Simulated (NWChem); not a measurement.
Species: C₃HCl₂F; SMILES FC=C=C(Cl)Cl

Results from NWChem. Geometry: optimised at PBE0/def2-SVP.

Question: Predict the results for B3LYP/def2-SVP. Quantities: highest occupied level (eV); orbital gap (eV); dipole (D).

Answer: The highest occupied level (eV) is -7.43 and the orbital gap (eV) is 6.37. The dipole (D) comes out as 1.20.
